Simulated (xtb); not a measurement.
C₂H₆GaI, SMILES [CH3][Ga]([CH3])[I]. All values are semi-empirical tight-binding results from xtb (GFN2-xTB unless named), good for trends rather than for accurate numbers. The structure is a stationary point at GFN2-xTB. The structure was generated by enumeration; whether it is a known compound was not checked.

The geometry has at least one imaginary mode, so it is a saddle point at that level.

For metal compounds this method's bond lengths and energies can be far off.

Computed properties:
```
Quantity       Value
-----------  -------
orbital gap  4.25 eV
```
